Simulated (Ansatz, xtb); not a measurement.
**Two isomers of C5H5BrS2**

We compare a, `Cc1sc(Br)cc1S`, a singlet, with b, `CSc1sccc1Br`, a singlet. Both are isolated molecules in the gas phase, relaxed with PBE0-D3(BJ)/def2-SVP; the shapes shown needn't be the lowest conformers.

a (Å):

```
atom    x (Å)    y (Å)    z (Å)
   C  -2.5548  -1.0740  -1.0825
   C  -1.3526  -0.2078  -0.9375
   C   0.9030   0.8240  -1.1503
   C   0.1288   1.4790  -0.2368
   C  -1.1699   0.8893  -0.1230
  Br   2.6539   1.2247  -1.6455
   S   0.0801  -0.5198  -1.8585
   S  -2.3984   1.4475   1.0246
   H  -2.4069  -2.0600  -0.6132
   H  -3.4058  -0.5866  -0.5865
   H  -2.8094  -1.2419  -2.1399
   H   0.4598   2.3419   0.3398
   H  -2.6645   2.6270   0.4178
```

b (Å):

```xyz
13

C    -1.4659   -1.8583   -1.4141
C     0.0908    0.3924   -1.5092
C    -0.0172    2.8497   -1.1331
C     0.4479    2.1822   -0.0303
C     0.5110    0.7800   -0.2532
Br    1.1020   -0.4309    1.0446
S     0.0293   -1.2065   -2.2087
S    -0.3892    1.7847   -2.4219
H    -2.3445   -1.2558   -1.6819
H    -1.3414   -1.8928   -0.3229
H    -1.5954   -2.8810   -1.7961
H    -0.1491    3.9252   -1.2485
H     0.7443    2.6618    0.9024
```

Task: Estimate which is lower in electronic energy at CCSD(T)/def2-SVP + ΔMP2/def2-TZVPP, and by roughly how much.

Result: Too close to call at this level: CCSD(T)/def2-SVP + ΔMP2/def2-TZVPP gives E(b) − E(a) = +4.56 kJ/mol.

Level by level:

```json
{"level": "GFN2-xTB", "geometry": "GFN2-xTB", "E(b) − E(a) (kJ/mol)": "+31.34", "departure from the last row (kJ/mol)": "+26.78", "job, with rough time for the two": "optimisation, 0.17 s"}
{"level": "HF/STO-3G", "geometry": "GFN2-xTB", "E(b) − E(a) (kJ/mol)": "−0.68", "departure from the last row (kJ/mol)": "−5.25", "job, with rough time for the two": "single point, 0.82 s"}
{"level": "r2SCAN-D4/def2-SVP", "geometry": "GFN2-xTB", "E(b) − E(a) (kJ/mol)": "+10.93", "departure from the last row (kJ/mol)": "+6.36", "job, with rough time for the two": "single point, 6.6 s"}
{"level": "PBE0-D3(BJ)/def2-SVP", "geometry": "PBE0-D3(BJ)/def2-SVP", "E(b) − E(a) (kJ/mol)": "+13.80", "departure from the last row (kJ/mol)": "+9.24", "job, with rough time for the two": "optimisation, 2.6 min"}
{"level": "HF/def2-SVP", "geometry": "PBE0-D3(BJ)/def2-SVP", "E(b) − E(a) (kJ/mol)": "+20.44", "departure from the last row (kJ/mol)": "+15.88", "job, with rough time for the two": "part of the CCSD(T) run"}
{"level": "MP2/def2-SVP", "geometry": "PBE0-D3(BJ)/def2-SVP", "E(b) − E(a) (kJ/mol)": "+15.23", "departure from the last row (kJ/mol)": "+10.67", "job, with rough time for the two": "part of the CCSD(T) run"}
{"level": "CCSD(T)/def2-SVP", "geometry": "PBE0-D3(BJ)/def2-SVP", "E(b) − E(a) (kJ/mol)": "+18.87", "departure from the last row (kJ/mol)": "+14.30", "job, with rough time for the two": "single point"}
{"level": "CCSD(T)/def2-SVP + ΔMP2/def2-TZVPP", "geometry": "PBE0-D3(BJ)/def2-SVP", "E(b) − E(a) (kJ/mol)": "+4.56", "departure from the last row (kJ/mol)": "", "job, with rough time for the two": "single point, 2.9 min"}
```

As drawn, b has 1 C–S, 1 C–H in place of 1 C–C, 1 S–H.

HF/STO-3G finds them nearly level. The largest departure from CCSD(T)/def2-SVP + ΔMP2/def2-TZVPP is that of GFN2-xTB, 26.78 kJ/mol. The last row adds to CCSD(T) the change of the MP2 difference between the two basis sets, here −14.30 kJ/mol, a large step that makes the value less sure.

With thermal terms from frequencies at re-optimised GFN2-xTB minima (ideal gas, soft modes damped towards free rotors, one conformer each, 298.15 K, 1 atm): on the last row, ΔE + ΔZPE = +10.03, ΔH = +9.07, ΔG = +10.90 kJ/mol.

The correlated steps freeze 24 core orbitals; the filled d shell of Br is correlated, in a basis made for valence electrons. Programs: Ansatz 0.2.0, xtb 6.7.1; the last row on 4 threads of Arm Neoverse V1 on a shared host.
